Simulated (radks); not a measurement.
The table gives one normalised radial function P(r) = r R(r) of Rh in [Kr] 4d7 5s1 5d1 (r in bohr). Method: scalar-relativistic Kohn-Sham, PBEsol, spin-polarised, spherical densities, point nucleus; open shells are filled with parallel spins first (spin-orbit coupling, left out, can overturn this in heavy ions); computed with a radial shooting solver on a logarithmic mesh with Libxc functionals.

r,P
0.002137,0.0250
0.002966,0.0327
0.004118,0.0422
0.005671,0.0528
0.007872,0.0642
0.01093,0.0742
0.01505,0.0790
0.02089,0.0732
0.029,0.0497
0.03994,0.0050
0.05544,-0.0585
0.07697,-0.1165
0.106,-0.1253
0.1471,-0.0458
0.2043,0.1022
0.2813,0.1970
0.3905,0.1047
0.5421,-0.1515
0.7465,-0.3112
1.036,-0.1471
1.439,0.2616
1.981,0.5893
2.75,0.6442
3.818,0.4482
5.257,0.2050
7.298,0.0574
10.13,0.0059
13.95,0.0003
19.37,0.0000
26.89,0.0000

Which n and l does it have? It may be an empty orbital.

Answer. n = 5, l = 0: the number of nodes gives n - l - 1 = 4, the rise at small r (about r^(l+1), flatter next to the nucleus through relativity) gives l, and the extent must fit the shell. The curve is that of 5s down; the table hardly tells the two spins apart. 5s down (empty): eigenvalue -7.781 eV, 4 radial nodes at r = 0.0411, 0.164, 0.452, 1.18 bohr, <r> = 2.93 bohr, 90 % of the charge inside 4.36 bohr.
